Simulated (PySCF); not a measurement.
ClGaH₃N. Atoms are numbered in the order given.

```xyz
6

Ga    -0.4019    -0.3846     0.0000
H     -1.9208    -0.6736     0.0000
Cl     0.3150     1.6404     0.0000
N      0.9114    -1.6157     0.0000
H      1.8872    -1.3728     0.0000
H      0.7559    -2.6086     0.0000
```

The structure is a stationary point at PBE0-D3(BJ)/def2-TZVP. One conformer was computed; it need not be the lowest.

All values below come from PySCF with TDDFT-ωB97X/def2-SVPD.

Vertical excitations. The molecule is in vacuum. State labels are in the subgroup Cs.

**Question.** Give excitation energies, oscillator strengths and character. (The exact figures need the calculation; the answer reports its results.)

**Answer.** 
```csv
state,symmetry,energy (eV),λ (nm),f,main pairs
S1,A',6.63,187,0.093,HOMO→LUMO 95 %
S2,A",6.64,187,0.046,HOMO→LUMO+1 80 %
S3,A",6.93,179,0.014,HOMO−1→LUMO 93 %
S4,A",7.53,165,0.027,HOMO→LUMO+2 75 %
S5,A',7.69,161,0.076,"HOMO−1→LUMO+1 41 %, HOMO−1→LUMO+2 41 %, HOMO−2→LUMO 9 %"
S6,A',7.86,158,0.051,HOMO−2→LUMO 82 %
S7,A",7.89,157,0.013,HOMO−3→LUMO 90 %
S8,A",8.17,152,0.082,"HOMO−2→LUMO+1 42 %, HOMO−2→LUMO+2 38 %, HOMO→LUMO+2 7 %"
S9,A",8.70,143,0.008,"HOMO→LUMO+3 39 %, HOMO−4→LUMO 28 %, HOMO→LUMO+5 9 %, HOMO→LUMO+4 8 %"
S10,A",8.72,142,0.017,"HOMO−4→LUMO 65 %, HOMO→LUMO+3 19 %"
T1,A',5.63,220,0,HOMO→LUMO 94 %
T2,A",6.30,197,0,"HOMO→LUMO+1 72 %, HOMO→LUMO+3 13 %"
T3,A",6.70,185,0,HOMO−1→LUMO 83 %
T4,A',7.12,174,0,"HOMO−1→LUMO+2 45 %, HOMO−1→LUMO+1 41 %"
```
Triplets are in the Tamm–Dancoff approximation, which puts them higher than full response would, so one can lie above its singlet here.
